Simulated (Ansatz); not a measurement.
This geometry of C3H5Li (9 atoms, charge 0, multiplicity 1) is a first-order saddle point.

Theory: RKS B3LYP-D4/def2-SVP (Ansatz 0.2.0).

```xyz
9
Properties=species:S:1:pos:R:3
Li 0.093 -0.435 -2.523
C 0.760 0.613 -1.017
C 0.362 0.450 0.262
C -0.665 -0.570 0.731
H 1.515 1.418 -1.108
H 0.772 1.071 1.079
H -1.650 -0.416 0.252
H -0.352 -1.607 0.504
H -0.834 -0.524 1.819
```

**Question.** Which two structures does it join? (They come from a converged band through this point; their orientation in space is the band's.)

**Answer.** No bond is made or broken. The dihedral C2–C3–C4–H8 goes from 121 to 0°. The two ends are copies of one structure, up to a mirror image or an exchange of like atoms.

Image 0:

```xyz
9
Properties=species:S:1:pos:R:3
Li -0.920 0.636 -2.283
C 0.495 0.907 -0.971
C 0.527 0.257 0.212
C -0.492 -0.748 0.694
H 1.359 1.592 -1.082
H 1.338 0.425 0.947
H -1.295 -0.904 -0.053
H -0.037 -1.735 0.900
H -0.976 -0.431 1.636
```

Image 8:

```xyz
9
Properties=species:S:1:pos:R:3
Li 0.733 -1.021 -2.208
C 0.951 0.453 -0.951
C 0.249 0.535 0.200
C -0.778 -0.460 0.680
H 1.640 1.311 -1.069
H 0.384 1.379 0.904
H -1.774 0.001 0.818
H -0.900 -1.298 -0.034
H -0.506 -0.900 1.658
```

**Question.** How far does it lie above each of them?

**Answer.** 0.100 eV above the first and 0.100 eV above the second. This is the barrier of this one path; another mechanism may lie lower.

The run took 120 s on 1 thread of Arm Neoverse V1, with other jobs on the host, peak memory 0.14 GiB.
